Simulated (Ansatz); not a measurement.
```yaml
crystal:
  periodic: [false, false, false]
  atoms:
    - {symbol: O, position_ang: [-0.677941, -2.965536, -0.048093]}
    - {symbol: C, position_ang: [-0.075146, -1.923860, 0.009603]}
    - {symbol: N, position_ang: [0.641108, -0.977758, -0.059383]}
    - {symbol: Sn, position_ang: [0.263551, 0.997363, 0.040041]}
    - {symbol: F, position_ang: [-0.932338, 1.460457, -1.356182]}
    - {symbol: F, position_ang: [-0.759506, 1.312055, 1.595652]}
    - {symbol: H, position_ang: [1.693353, 1.946171, 0.002207]}
basis:
  gaussian: {orbitals: def2-mTZVP}
magnetization: {spin_polarized: true, initial_magnetization: 3}
hamiltonian: {xc: {name: revPBE0}}
scf: {lower_state_search: light}
```

```sh
$ ansatz run in.yaml --threads 2 --pin off --events-out ev --progress --plain --max-ram 31744MiB --backend cpu
```

Task: How does Ansatz answer? (Estimate.)

Result: The calculation gave: The program refused the input.
```
Error: a molecule whose nuclei and cores have a total charge of 62 cannot have a net charge of 0 together with 3 unpaired electrons
```
